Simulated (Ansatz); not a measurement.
Ge6Bi⁺. Charge 1, multiplicity 1. Geometry PBE-D4/def2-SVP.

```xyz
7

Bi   -0.611   -1.174   -1.171
Ge   -1.547    1.990   -1.124
Ge    0.843    1.357   -0.976
Ge   -0.993   -1.504    2.090
Ge    1.203   -0.909    1.110
Ge    2.584   -0.401   -0.882
Ge   -1.478    0.642    0.953
```

In the def2 sets Bi takes a core potential; there is no spin–orbit coupling. Another isomer (singlet) lies 0.61 eV lower at PBE0-D4/def2-TZVP; other spin states weren't run for this one.

Q: Estimate the orbital energies around the gap (eV) in Ansatz with PBE-D4/def2-SVP, revPBE-D4/def2-TZVP, BLYP-D4/def2-TZVP, PBE0-D4/def2-SVP, PBE0-D4/def2-TZVP.

A: 
| orbital | PBE-D4/def2-SVP | revPBE-D4/def2-TZVP | BLYP-D4/def2-TZVP | PBE0-D4/def2-SVP | PBE0-D4/def2-TZVP |
| --- | --- | --- | --- | --- | --- |
| HOMO−13 | -20.49 | -20.24 | -20.08 | -22.38 | -22.18 |
| HOMO−12 | -17.59 | -17.39 | -17.31 | -19.24 | -19.08 |
| HOMO−11 | -17.54 | -17.31 | -17.21 | -19.24 | -19.08 |
| HOMO−10 | -17.54 | -17.31 | -17.21 | -19.07 | -18.94 |
| HOMO−9 | -14.45 | -14.25 | -14.22 | -15.74 | -15.62 |
| HOMO−8 | -14.45 | -14.25 | -14.22 | -15.74 | -15.62 |
| HOMO−7 | -13.44 | -13.25 | -13.21 | -14.57 | -14.47 |
| HOMO−6 | -10.76 | -10.59 | -10.41 | -11.55 | -11.44 |
| HOMO−5 | -10.45 | -10.28 | -10.09 | -11.22 | -11.10 |
| HOMO−4 | -10.45 | -10.28 | -10.09 | -11.22 | -11.10 |
| HOMO−3 | -10.17 | -10.00 | -9.81 | -11.05 | -10.92 |
| HOMO−2 | -10.08 | -9.93 | -9.78 | -10.91 | -10.81 |
| HOMO−1 | -10.08 | -9.93 | -9.78 | -10.91 | -10.81 |
| HOMO | -9.47 | -9.33 | -9.16 | -10.15 | -10.07 |
| LUMO | -7.08 | -6.94 | -6.83 | -6.47 | -6.40 |
| LUMO+1 | -7.08 | -6.93 | -6.83 | -6.47 | -6.40 |
| LUMO+2 | -6.94 | -6.79 | -6.74 | -6.29 | -6.21 |
| LUMO+3 | -6.51 | -6.36 | -6.30 | -5.87 | -5.79 |
| LUMO+4 | -6.51 | -6.36 | -6.30 | -5.87 | -5.79 |
| LUMO+5 | -6.37 | -6.21 | -6.13 | -5.76 | -5.65 |
